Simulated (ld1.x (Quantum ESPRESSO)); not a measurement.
# What the settings do to the ultrasoft potential of Cu

Base potential:

| Item | Value |
| --- | --- |
| Element | Cu |
| Generator | ld1.x (Quantum ESPRESSO) 7.5 |
| Type | ultrasoft |
| Functional | PBE |
| Relativity | scalar-relativistic |
| Frozen core | [Ne] |
| Valence charge | 19 |
| Reference configuration | 3s2 3p6 3d10 4s0.5 4p0 (charge +0.5) |
| Partial waves | 3s (bound): rcut 0.95, rcutus 1.00 bohr; 4s (bound): rcut 0.95, rcutus 1.00 bohr; 3p (bound): rcut 1.05, rcutus 1.20 bohr; 4p (bound, empty): rcut 1.05, rcutus 1.20 bohr; 3d (bound): rcut 1.10, rcutus 1.40 bohr; 3d channel at 0.7 Ry: rcut 1.10, rcutus 1.40 bohr |
| Local potential | all-electron potential smoothed inside 1.10 bohr (lloc = -2) |
| Core correction | Bessel-smoothed model core, default radius (core density twice the valence density) |
| Augmentation charge | built from norm-conserving waves at rcut, not smoothed further |

Cutoffs, loose and tight: the cutoffs (Ry, on a coarse ladder) from which the occupation-weighted sum of valence levels, in a spherical-Bessel basis at the reference potential, stays within 10 and 1 mRy of its value at 400 Ry. They do not see the model core or the augmentation charge, which bear on the density cutoff. Test errors are all-electron minus pseudo excitation energies from the reference, over the configurations 3s2 3p6 3d10 4s1 4p0; 3s2 3p6 3d10 4s0 4p0; 3s2 3p6 3d9 4s0 4p0; 3s2 3p6 3d9 4s1 4p1; 3s2 3p6 3d9 4s2 4p0; 3s2 3p5 3d10 4s1 4p0; 3s2 3p6 3d8 4s0 4p0. A dash means not determined; rows that change the core or the reference have their own tests. The largest error is taken over the tests solved by every variant that gives reliable tests at all: 3s2 3p5 3d10 4s1 4p0; 3s2 3p6 3d10 4s1 4p0; 3s2 3p6 3d8 4s0 4p0; 3s2 3p6 3d9 4s1 4p1; 3s2 3p6 3d9 4s2 4p0.

Cutoffs are not given where the Bessel-basis levels miss the radial ones by over 6 mRy, ghosts where they miss by over 20 mRy; a channel whose overlap is not positive is not tested.

The default core radius of the base comes out at 0.33 bohr.

```csv
change,outcome,bound ghosts,largest test error (meV)
base,"generated, misses its reference levels by 1.40 eV",not determined,-2813
local potential all-electron potential smoothed inside 1.30 bohr (lloc = -1),"generated, misses its reference levels by 1.43 eV",not determined,-2833
local potential all-electron potential smoothed inside 1.00 bohr (lloc = -2),"generated, misses its reference levels by 1.40 eV",not determined,-2812
reference 3s2 3p6 3d10 4s1 4p0,"generated, misses its reference levels by 0.91 eV",not determined,+1413
"waves 3s (bound): rcut 0.95, rcutus 1.16 bohr; 4s (bound): rcut 0.95, rcutus 1.16 bohr","generated, misses its reference levels by 1.44 eV",not determined,-2851
"waves 3d (bound): rcut 0.86, rcutus 0.92 bohr; 3d channel at 0.7 Ry: rcut 0.86, rcutus 0.92 bohr","generated, misses its reference levels by 1.40 eV",not determined,-2816
"waves 3p (bound): rcut 1.05, rcutus 1.42 bohr; 4p (bound): rcut 1.05, rcutus 1.42 bohr","generated, misses its reference levels by 1.40 eV",not determined,-2827
"wave 3d channel at 0.7 Ry: rcut 1.10, rcutus 1.40 bohr becomes 3d channel at 0.54 Ry: rcut 1.10, rcutus 1.40 bohr","generated, misses its reference levels by 1.40 eV",not determined,-2813
core correction Bessel-smoothed model core inside 0.96 bohr,"generated, misses its reference levels by 1.56 eV",not determined,-2896
```

Task: What comes out with this change to the base: type PAW; local potential all-electron potential smoothed inside 0.80 bohr (lloc = -1); augmentation BESSEL, radius 0.75 bohr?

Result: outcome: generated, overlap not positive; bound ghosts: not determined (overlap not positive); largest test error (meV): -29. A file whose overlap is not positive is unfit for use, and its test errors describe a broken file.
